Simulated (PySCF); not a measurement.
A structure optimised at B3LYP-D3(BJ)/def2-SVP, used in a PySCF frequency run:

```
Si
F 1 1.6070
F 1 1.6074 2 107.94
F 1 1.6074 2 107.94 3 -116.39
Si 1 2.3667 2 115.54 3 121.81
F 5 1.6237 1 107.01 2 57.12
F 5 1.6237 6 106.84 1 114.34
```
Charge 0, spin multiplicity 2.

Q: Write its SMILES, formula and point group.

A: F[Si](F)[Si](F)(F)F, F5Si2, Cs

Q: What are its rotational constants (standard atomic weights)?

A: 2.5133, 1.1604, 1.0272 GHz
